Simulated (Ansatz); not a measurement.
```yaml
crystal:
  periodic: [false, false, false]
  atoms:
    - {symbol: C, position_ang: [0.402216, -2.373342, 0.319076]}
    - {symbol: O, position_ang: [-0.278705, -1.126671, 0.149939]}
    - {symbol: C, position_ang: [0.346807, -0.241612, -0.602724]}
    - {symbol: O, position_ang: [1.398884, -0.378581, -1.148094]}
    - {symbol: C, position_ang: [-0.472216, 1.065642, -0.689405]}
    - {symbol: F, position_ang: [-1.773765, 0.796637, -0.885758]}
    - {symbol: F, position_ang: [-0.021089, 1.788407, -1.717012]}
    - {symbol: C, position_ang: [-0.350377, 1.933947, 0.587110]}
    - {symbol: F, position_ang: [-0.968116, 3.092489, 0.408400]}
    - {symbol: F, position_ang: [0.931869, 2.165560, 0.851182]}
    - {symbol: F, position_ang: [-0.894349, 1.316967, 1.628599]}
    - {symbol: H, position_ang: [-0.235691, -2.969550, 0.965655]}
    - {symbol: H, position_ang: [1.376675, -2.209375, 0.779726]}
    - {symbol: H, position_ang: [0.537839, -2.860521, -0.646692]}
basis:
  gaussian: {orbitals: def2-TZVP}
magnetization: {spin_polarized: true, initial_magnetization: 4}
hamiltonian: {xc: {name: revPBE0}}
scf: {lower_state_search: light}
```

```sh
$ ansatz run in.yaml --threads 4 --pin off --events-out ev --progress --plain --max-ram 63488MiB --backend cuda --devices 0, --max-vram 37GiB
```

It prints (some lines left out):

```
Functional definition: revPBE0
1934 factors; their error is unknown
mean field evaluation 1: about -21847.3151 eV, gradient 5.1e1 eV
mean field evaluation 2: about -21806.4883 eV, gradient 1.1e2 eV
mean field evaluation 4: about -21857.6771 eV, gradient 2.0e1 eV
mean field evaluation 8: about -21859.8110 eV, gradient 9.3e-1 eV
mean field evaluation 16: about -21859.8886 eV, gradient 1.1e-1 eV
mean field evaluation 32: about -21859.9470 eV, gradient 2.5e-4 eV
mean field -21859.94699216 eV, -803.3382347575 hartree, gradient 8.8e-6 eV, S^2 6.011864; 6 other end points of the search recorded, 0 dependent functions left out
reference -21859.94703316 eV, -803.3382362645 hartree; 46, 42 occupied and 313, 317 virtual orbitals, 1934 factors
Total energy: -21859.94703316 eV, -803.3382362645 hartree
```

(1) Something in this input is off. What?

## Answers

(1) The spin is set far too high for this molecule. Self-consistency was reached. The result belongs to that input, not to the molecule as meant.
